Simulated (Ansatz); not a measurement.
Reaction (formal hydrolysis of the Si–O bond): `CO[SiH2]SC` + H₂O → `CS[SiH2]O` + CH₃OH

Computed with Ansatz on PBE0-D4/def2-TZVP structures; ΔE is electronic, products minus reactants. CCSD(T)/CBS adds triple-zeta CCSD(T) − MP2 to the extrapolated MP2 energy (def2 sets, frozen cores). This one scheme is used for every species. DFT in def2-TZVPP. HSE06 is defined as in plane-wave codes. One conformer a species, not always the lowest.

(1) Is it downhill or uphill in electronic energy at CCSD(T)/CBS, and by how much? (An estimate is asked.)

(2) What do these levels give: CAM-B3LYP-D4, PBE-QIDH, PBE, HSE06, CCSD/def2-TZVPP, MP2/def2-QZVPP? (Estimate.)

Largest T1 diagnostic among the species: 0.011.

Results:

(1) Computed: Uphill: ΔE = +1.5 kcal/mol.

(2) Ansatz gave: CAM-B3LYP-D4 0.9, PBE-QIDH 0.6, PBE -0.4, HSE06 -0.2, CCSD/def2-TZVPP 0.9, MP2/def2-QZVPP 1.7 kcal/mol.

Leaving LDA and LC-ωPBE aside and taking each functional with its dispersion term where it has one, the values, not all of them listed here, spread over 1.0 kcal/mol, from B2PLYP to BLYP-D4. LDA lies +1.1 kcal/mol from PBE without D4. In def2-TZVPP, CCSD(T) changes the Hartree–Fock value by +1.7 kcal/mol (the triples alone add +0.3 kcal/mol) and MP2 by +2.1 kcal/mol. The D4 term adds +1.7 kcal/mol with B3LYP and +1.0 kcal/mol with PBE0; it sums over pairs of atoms, weighted by their polarisabilities, and B3LYP, whose exchange is more repulsive, gets the larger term.

B3LYP here is the variant with VWN-RPA as its local correlation; programs differ in this.
